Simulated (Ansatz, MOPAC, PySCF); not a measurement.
Torsion H3–S1–Pb2–H4 in H2PbS (SMILES [SH][PbH]); at each angle all else is relaxed with GFN2-xTB, and the levels are single points there.
Geometry at 180° (charge 0, multiplicity 1):
```xyz
4

S     -1.30809     0.68626     0.26696
Pb     1.14718     0.66653    -0.24072
H     -1.60126    -0.54692    -0.12685
H      1.38356     2.38462     0.34300
```

On the grid 0° to 330°, 270° is the highest and 180° the lowest point at wB97M-V/def2-TZVPP.

Rows in LANL2DZ carry no dispersion term and start afresh at each structure. LANL2DZ brings its own core potentials from Na on. The state reached by AM1, PM3, PM6, PM7 isn't checked; PM7 holds dispersion and hydrogen-bond terms.

The values were computed with Ansatz (Gaussian orbitals); MOPAC for AM1, PM3, PM6, PM7 (differences of heats of formation); PySCF for LANL2DZ rows, the dispersion terms. Each number belongs to the level named beside it. In def2 rows elements past Kr take small-core potentials, without spin–orbit coupling.

Other levels give for the energy at 270° less that at 180°: PBE/def2-TZVPP 11.27; B3LYP/def2-TZVPP 10.57; B3LYP-D3(BJ)/def2-TZVPP 10.60; wB97M-V/def2-TZVPP 10.18 kcal/mol.

Common cheap choices:

```tsv
level	energy at 270° less that at 180° (kcal/mol)
AM1	9.34
PM3	7.86
PM6	8.19
PM7	3.76
B3LYP/LANL2DZ	11.09
```

Ansatz is a program for electronic structure.
